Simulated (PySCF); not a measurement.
Computed with M06-2X/def2-TZVP // B3LYP-D3(BJ)/def2-TZVP in PySCF. Isolated molecules, 0 K electronic values unless said otherwise. 

Reference species (SMILES): `[Cl][Ga]([Cl])[Cl]` (neutral, multiplicity 1).

```json
{
  "HOMO": "-10.83 eV",
  "LUMO": "-1.19 eV"
}
```

Changed species: `[GaH3]` (0 of 3 H replaced by Cl; the reference has 3 of 3 H replaced by Cl).

Q: Predict the effect on the HOMO and LUMO.

A: the HOMO increases by 1.12 eV, to -9.71 eV; the LUMO falls by 0.07 eV, to -1.26 eV.
